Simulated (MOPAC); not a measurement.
Input file for MOPAC: PM3 on H3NOSn (SMILES [NH2][Sn][OH]), a point of a torsion scan.

```
PM3 1SCF PRECISE CHARGE=0 THREADS=1
H3NOSn

N     -1.12625006 1    -0.21085202 1     0.01039163 1
Sn     0.53716754 1    -0.73898055 1     1.18934597 1
O      0.50655311 1    -2.72270976 1     0.74064319 1
H     -2.03919619 1    -0.61997025 1     0.17189957 1
H     -1.30128265 1     0.77592202 1    -0.15082052 1
H     -0.11830369 1    -3.09956267 1     0.12509683 1
```

It printed:

```
*******************************************************************************
 **                                                                           **
 **                              MOPAC v23.2.5                                **
 **                                                                           **
 *******************************************************************************
 ** MOPAC's Digital Object Identifier: https://doi.org/10.5281/zenodo.6511958 **
 **                                                                           **
 ** Please cite the open-source release paper for use of this MOPAC version:  **
 ** J. E. Moussa and J. J. P. Stewart (2026)                                  **
 ** MOPAC: An open-source semiempirical molecular orbital program             **
 ** J. Open Source Softw., 11(119), 8025, https://doi.org/10.21105/joss.08025 **
 *******************************************************************************

                              PM3 CALCULATION RESULTS

 *******************************************************************************
 *  PM3        - The PM3 Hamiltonian to be used
 *
 *
 *
 *                 CHARGE ON SYSTEM = 0
 *
 *
 *
 *  PRECISE    - TIGHTER CRITERIA TO BE USED
 *  1SCF       - DO 1 SCF AND THEN STOP
 *  THREADS=1  - MULTI-THREADING NOT USED
 *  T=         - A TIME OF 172800.0 SECONDS REQUESTED
 *  DUMP=N     - RESTART FILE WRITTEN EVERY 7200.0 SECONDS REQUESTED
 *******************************************************************************
PM3 1SCF PRECISE CHARGE=0 THREADS=1
 H3NOSn

   ATOM   CHEMICAL          X               Y               Z
  NUMBER   SYMBOL      (ANGSTROMS)     (ANGSTROMS)     (ANGSTROMS)

     1       N         -1.12625006  *  -0.21085202  *   0.01039163  *
     2      Sn          0.53716754  *  -0.73898055  *   1.18934597  *
     3       O          0.50655311  *  -2.72270976  *   0.74064319  *
     4       H         -2.03919619  *  -0.61997025  *   0.17189957  *
     5       H         -1.30128265  *   0.77592202  *  -0.15082052  *
     6       H         -0.11830369  *  -3.09956267  *   0.12509683  *



          CARTESIAN COORDINATES

    NO.       ATOM           X           Y           Z

     1         N         -1.1263     -0.2109      0.0104
     2        Sn          0.5372     -0.7390      1.1893
     3         O          0.5066     -2.7227      0.7406
     4         H         -2.0392     -0.6200      0.1719
     5         H         -1.3013      0.7759     -0.1508
     6         H         -0.1183     -3.0996      0.1251

  H: (PM3): J. J. P. STEWART, J. COMP. CHEM. 10, 209 (1989).
  N: (PM3): J. J. P. STEWART, J. COMP. CHEM. 10, 209 (1989).
  O: (PM3): J. J. P. STEWART, J. COMP. CHEM. 10, 209 (1989).
 Sn: (PM3): J. J. P. STEWART, J. COMP. CHEM. 12, 320-341 (1991).

           Empirical Formula: H3 N O Sn  =     6 atoms



      MOLECULAR POINT GROUP   :   C1


      RHF CALCULATION, NO. OF DOUBLY OCCUPIED LEVELS = 9


 -------------------------------------------------------------------------------
 PM3 1SCF PRECISE CHARGE=0 THREADS=1
 H3NOSn



     1SCF WAS SPECIFIED, SO BFGS WAS NOT USED
     SCF FIELD WAS ACHIEVED


                              PM3 CALCULATION
                                                       MOPAC v23.2.5 Linux




          FINAL HEAT OF FORMATION =        -38.69789 KCAL/MOL =    -161.91195 KJ/MOL


          COSMO AREA              =        107.01 SQUARE ANGSTROMS
          COSMO VOLUME            =         95.68 CUBIC ANGSTROMS

          IONIZATION POTENTIAL    =          8.941582 EV
          HOMO LUMO ENERGIES (EV) =         -8.942 -1.187
          NO. OF FILLED LEVELS    =          9
          MOLECULAR WEIGHT        =        151.7198         POINT GROUP:  C1

          MOLECULAR DIMENSIONS (Angstroms)

            Atom       Atom       Distance
            H     6    H     5     4.06140
            H     4   Sn     2     2.61081
            H     4    H     5     0.63659


          SCF CALCULATIONS        =          1





   ATOM   CHEMICAL          X               Y               Z
  NUMBER   SYMBOL      (ANGSTROMS)     (ANGSTROMS)     (ANGSTROMS)

     1       N         -1.12625006  *  -0.21085202  *   0.01039163  *
     2      Sn          0.53716754  *  -0.73898055  *   1.18934597  *
     3       O          0.50655311  *  -2.72270976  *   0.74064319  *
     4       H         -2.03919619  *  -0.61997025  *   0.17189957  *
     5       H         -1.30128265  *   0.77592202  *  -0.15082052  *
     6       H         -0.11830369  *  -3.09956267  *   0.12509683  *

                             CARTESIAN COORDINATES

   1    N       -1.126250060    -0.210852020     0.010391630
   2   Sn        0.537167540    -0.738980550     1.189345970
   3    O        0.506553110    -2.722709760     0.740643190
   4    H       -2.039196190    -0.619970250     0.171899570
   5    H       -1.301282650     0.775922020    -0.150820520
   6    H       -0.118303690    -3.099562670     0.125096830


           Empirical Formula: H3 N O Sn  =     6 atoms



      MOLECULAR POINT GROUP   :   C1


                  EIGENVALUES
 -34.63621 -27.46800 -16.11812 -14.92016 -14.20561 -11.74830 -11.69051 -10.18630
  -8.94158  -1.18694   0.50454   1.12711   4.40028   5.29305   5.67872


              NET ATOMIC CHARGES AND DIPOLE CONTRIBUTIONS

  ATOM NO.   TYPE          CHARGE      No. of ELECS.   s-Pop       p-Pop
    1          N          -0.426605        5.4266     1.50173     3.92487
    2         Sn           0.749383        3.2506     1.79200     1.45862
    3          O          -0.627956        6.6280     1.78901     4.83895
    4          H           0.052144        0.9479     0.94786
    5          H           0.049453        0.9505     0.95055
    6          H           0.203581        0.7964     0.79642
 DIPOLE           X         Y         Z       TOTAL
 POINT-CHG.     1.778     2.983     2.155     4.087
 HYBRID        -3.187    -1.375    -1.694     3.862
 SUM           -1.409     1.607     0.461     2.186


          ATOMIC ORBITAL ELECTRON POPULATIONS

     Atom    s        px        py        pz
    1  N   1.50173   1.13351   1.11490   1.67646
    2 Sn   1.79200   0.58245   0.46752   0.40865
    3  O   1.78901   1.62795   1.58792   1.62307
    4  H   0.94786
    5  H   0.95055
    6  H   0.79642

 **********************
 *                    *
 * JOB ENDED NORMALLY *
 *                    *
 **********************




 == MOPAC DONE ==
```

The run finished.

Cost: about 0.03 core-seconds (a rough figure).
